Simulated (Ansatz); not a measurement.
Reaction (formal exchange of groups at a B–C bond): `N=CBO` + `CCCl` → `OBCCCl` + `C=N`

Isolated molecules relaxed with PBE0-D4/def2-TZVP in Ansatz; ΔE leaves out vibrations. CCSD(T)/CBS adds triple-zeta CCSD(T) − MP2 to the extrapolated MP2 energy (def2 sets, frozen cores). This one scheme is used for every species. DFT in def2-TZVPP. B3LYP here is the variant with VWN-RPA as its local correlation; programs differ in this. Each species was taken in one conformer, which may not be the lowest.

```json
{"level": "B3LYP-D4", "ΔE (kJ/mol)": "16.5"}
{"level": "PBE", "ΔE (kJ/mol)": "19.5"}
{"level": "HF/CBS(def2)", "ΔE (kJ/mol)": "13.4"}
{"level": "MP2/CBS(def2)", "ΔE (kJ/mol)": "15.5"}
```

(1) What does CCSD(T)/CBS give? (Estimate.)

Largest T1 diagnostic among the species: 0.014.

Results:

(1) Ansatz gave: +16.0 kJ/mol. The listed levels differ from it by 0.5, 3.5, -2.6, -0.5 kJ/mol.
